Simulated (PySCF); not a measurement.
B(Me)(SH)2 (CH₅BS₂), SMILES CB(S)S. Heavy atoms are numbered as in [B:1]([CH3:2])([SH:6])[SH:8]. Hydrogens are named by the atom that carries them.

The structure is a stationary point at PBE0-D3(BJ)/def2-SVP. Other conformers were not sampled.

Computed with B3LYP/pcSseg-1 (PySCF).

GIAO shieldings, no solvent; atoms alike by connectivity are averaged. δ = σ(ref) − σ: ¹¹B against BF3 (σ = 86.3 ppm); ¹³C against TMS (σ = 181.3 ppm); ¹H against TMS (σ = 31.68 ppm); ³³S against H2S (σ = 695.8 ppm), references at their B3LYP-D3(BJ)/def2-TZVP geometries, non-relativistic.

Estimate the chemical shifts. (The exact figures need the calculation; the answer reports its results.)


```csv
nucleus,atoms,count,δ (ppm)
¹¹B,B1,1,57.1
¹³C,C2 (CH3),1,9.6
¹H,H on S6,2,2.72
¹H,H on C2,3,1.11
³³S,S6 (SH),2,216.7
```
